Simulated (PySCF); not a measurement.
C₅H₄F₂.
Numbering: `[CH:1]#[C:2]/[C:3]([F:4])=[CH:5]\[CH2:6][F:7]` (hydrogens: H8 on C1; H9 on C5; H10, H11 on C6)

Geometry (PBE0-D3(BJ)/def2-SVP, Å), atoms numbered from 1 in this order:
```xyz
11
C5H4F2 angstrom
C      2.3549    0.7654   -0.7278
C      1.5004   -0.0459   -0.4424
C      0.5084   -1.0153   -0.1082
F      0.9607   -2.2698   -0.0951
C     -0.7787   -0.7662    0.1639
C     -1.3935    0.5873    0.1478
F     -1.9987    0.8550    1.3524
H      3.1145    1.4844   -0.9764
H     -1.4186   -1.6204    0.4036
H     -0.6374    1.3624   -0.0573
H     -2.1678    0.6414   -0.6387
```

The closed-shell ground state was solved at several levels (PySCF, density fitting, gas phase, non-relativistic).

| level | basis functions | HOMO (eV) | LUMO (eV) | gap (eV) | dipole (D) |
| --- | --- | --- | --- | --- | --- |
| PBE0/aug-cc-pVDZ | 197 | -7.48 | -1.45 | 6.03 | 1.98 |
| KT3/pcSseg-1 | 139 | -6.36 | -2.21 | 4.15 | 1.94 |
| PBE0/IGLO-III | 285 | -7.49 | -1.45 | 6.04 | 1.98 |
| PBE0/def2-SVP | 118 | -7.39 | -1.26 | 6.13 | 1.99 |
| PBE0/cc-pVDZ | 118 | -7.29 | -1.15 | 6.14 | 1.90 |

(1) What might PBE0/6-311+G(2d,p) (213 basis functions) give for the same quantities?

(2) How much does the basis alone move the frontier levels among the 5 PBE0 rows (the withheld one included)?

(3) How far do the dipole and the HOMO energy spread over the levels?

## Answers

(1) HOMO -7.51 eV, LUMO -1.47 eV, gap 6.04 eV, dipole 2.01 D.

(2) The HOMO by 0.22 eV and the LUMO by 0.32 eV. By rising basis size (HOMO, LUMO in eV): def2-SVP -7.39, -1.26; cc-pVDZ -7.29, -1.15; aug-cc-pVDZ -7.48, -1.45; 6-311+G(2d,p) -7.51, -1.47; IGLO-III -7.49, -1.45.

(3) The dipole runs from 1.90 to 2.01 D (mean 1.97 D) and the HOMO from -7.51 to -6.36 eV.

One conformer stands for the species.
